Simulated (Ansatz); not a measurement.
Ansatz (a program for electronic structure) input (RPA@PBE/cc-pV(Q+d)Z):
A basis named .json is the Basis Set Exchange file of that set.

Ansatz 0.2 input:
```yaml
crystal:
  periodic: [false, false, false]
  atoms:
    - {symbol: N, position_ang: [-1.48290611, -0.71324276, -0.07058670]}
    - {symbol: Si, position_ang: [0.08291585, 0.01953999, 0.01988324]}
    - {symbol: O, position_ang: [0.40891512, -0.38289224, 1.54946204]}
    - {symbol: O, position_ang: [0.01924002, 1.62904854, -0.27892890]}
    - {symbol: O, position_ang: [1.03505169, -0.66239396, -1.11309739]}
    - {symbol: H, position_ang: [-1.55298898, -1.71410578, -0.19121408]}
    - {symbol: H, position_ang: [-2.24868988, -0.35420114, 0.48098471]}
    - {symbol: H, position_ang: [-0.04985452, 2.21288880, 0.48054549]}
    - {symbol: H, position_ang: [1.36539971, -0.09554100, -1.81406051]}
basis:
  gaussian:
    orbitals: cc-pV_Q+d_Z.json
hamiltonian:
  xc: pbe
magnetization: {spin_polarized: true, initial_magnetization: 1}
correlation: {method: rpa, electrons: outside_noble_gas}
```

Output:

```
Functional definition: PBE
integrals: 2.03 GiB planned
2437 factors; integrals over basis functions are off by at most 9.4e-4 eV
0.54 GiB of the device are held for the grids
3.09 GiB of device memory are held for the factors and their scratch space
mean field: 3.77 GiB planned
mean field evaluation 1: about -15550.7055 eV, gradient 7.6e1 eV
mean field evaluation 2: about -15550.7041 eV, gradient 7.6e1 eV
mean field evaluation 4: about -15567.6326 eV, gradient 1.9e1 eV
mean field evaluation 8: about -15569.0670 eV, gradient 4.2e-1 eV
mean field evaluation 16: about -15569.0672 eV, gradient 3.9e-4 eV
mean field evaluation 32: about -15569.0079 eV, gradient 3.6e0 eV
mean field -15569.06724847 eV, -572.1526682886 hartree, gradient 2.9e-6 eV, S^2 0.754000; 6 other end points of the search recorded, 0 dependent functions left out
9 core orbitals not correlated
reference -15524.45435858 eV, -570.5131748245 hartree; 16, 15 occupied and 379, 380 virtual orbitals, 2437 factors
Total energy: -15572.16444937 eV, -572.2664883221 hartree
```

It need not be the lowest isomer of its formula.
